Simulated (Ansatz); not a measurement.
Energy needed to pull apart BSiH5Se (SMILES B[Se][SiH3]), closed shell, into free ground-state atoms, from the structure below (displaced at random from a GFN2-xTB minimum); no zero-point or spin–orbit terms; open-shell atoms are treated unrestricted, in their ground-state multiplicity.

```xyz
8
angstrom
B -0.9275 1.1852 -1.0983
Se 0.7493 0.2828 -1.1319
Si 0.7248 -0.9229 0.8519
H -1.2062 1.8281 -2.0624
H -1.6661 1.1039 -0.2073
H 1.1063 -0.0258 1.8945
H 1.6723 -1.9934 0.5934
H -0.6762 -1.4245 1.0726
```

Program: Ansatz 0.2.0. Basis: def2-TZVPP. Cores are frozen in the correlated methods. Filled d shells of the heavier atoms are correlated. The def2 sets are not built for correlating such inner shells, so the correlated values are less sure here.

```
    method  atomization energy (kJ/mol)
    PBE-D4                            ?
 r2SCAN-D4                         2429
   PBE0-D4                         2401
r2SCAN0-D4                         2411
   LC-wPBE                         2373
   wB97M-V                         2414
        HF                         1856
       MP2                            ?
      CCSD                         2333
   CCSD(T)                         2359
```

Problem. What does PBE-D4 give? (Judge from chemistry; the value comes from the calculation.)

Solution. The calculation gives: 2410 kJ/mol, which is about 51 kJ/mol more than CCSD(T)/def2-TZVPP.

Problem. What does MP2 give? (To be estimated.)

Solution. By the calculation: 2361 kJ/mol, which is about 2 kJ/mol more than CCSD(T)/def2-TZVPP.

In triple zeta the MP2 and coupled-cluster atomization energies are still short of their basis limit by a few kcal/mol a bond, whereas those of the functionals are nearly converged, so these differences are not deviations from converged CCSD(T).

The T1 diagnostic stays at or below 0.013.

For scale, one of the runs: CCSD(T)/def2-TZVPP forces, 191 basis functions (an equivalent command: `ansatz run in.yaml --threads 4`). Time: 2.3 min of wall clock on 4 CPU threads; the host was shared. Peak host memory: 3.8 GiB.
